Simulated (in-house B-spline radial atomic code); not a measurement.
## LDA VWN5 excitations of Cs VIII (Cs7+)

Method: LDA VWN5. Computed with a B-spline radial code for spherical atoms: linear response of the closed shell [Kr] 4d10 5s2 with the functional's adiabatic kernel; scalar-relativistic (spin-free one-electron X2C), finite nucleus, no spin-orbit coupling, no double excitations, S, P, D and F terms only; shells from n = 3 respond. Only terms of natural parity with L up to 3 were computed.

Spin-orbit coupling is strong here, so these LS terms don't match observed levels.

Command:
```bash
python run_td.py task.json out
```
Settings (radii: box in bohr, nucleus in fm):
```
Z                        55
electrons                48
configuration            [Kr] 4d10 5s2
hamiltonian              x2c
method                   lda,vwn
box_radius               12.81
rms_radius               4.8041
intervals                69
```

Time taken, with all properties: 1.4 s on 1 thread of Intel(R) Xeon(R) Platinum 8259CL CPU @ 2.50GHz (Skylake/Cascade Lake) (shared host).

The lowest states, in the order of their Tamm-Dancoff energies; the method's threshold (minus the highest occupied level) is 105.26 eV. Labels give the largest channel, * marks a mixed state, and oscillator strengths are full-response dipole values. Semilocal kernels can invert the small singlet-triplet splittings of Rydberg terms. Energies in eV:

```csv
state,full response,Tamm-Dancoff,oscillator strength
5s → 5p 3P,15.653,15.721,-
5s → 5p 1P,20.141,20.842,1.55
5s → 4f 3F,?,?,-
5s → 4f 1F,32.35,32.36,-
5s → 5d 3D,40.19,40.21,-
5s → 5d 1D,41.69,41.73,-
5s → 6s 3S,52.32,52.33,-
5s → 6s 1S,53.09,53.13,-
5s → 6p 3P,59.20,59.21,-
5s → 6p 1P,59.34,59.38,0.142
5s → 5f 1F,64.75,64.75,-
5s → 5f 3F,64.88,64.88,-
5s → 6d 3D,69.32,69.32,-
5s → 6d 1D,?,?,-
4d → 5p 3P,73.63,73.64,-
5s → 7s 3S,73.72,73.72,-
```

Q: Where does 5s → 6d 1D lie?

A: At 69.49 eV in full response, 69.50 eV in Tamm-Dancoff.

Q: Where does 5s → 4f 3F lie?

A: At 31.37 eV in full response, 31.39 eV in Tamm-Dancoff.

Q: How large is the singlet-triplet splitting of 5s → 5p (P terms) in Tamm-Dancoff?

A: 5.12 eV, from the unrounded values.

Q: What polarisabilities and dispersion coefficient does the method give?

A: Dipole 3.653 bohr³, quadrupole 5.097 bohr⁵, C6 10.79 hartree·bohr⁶ for two such species.
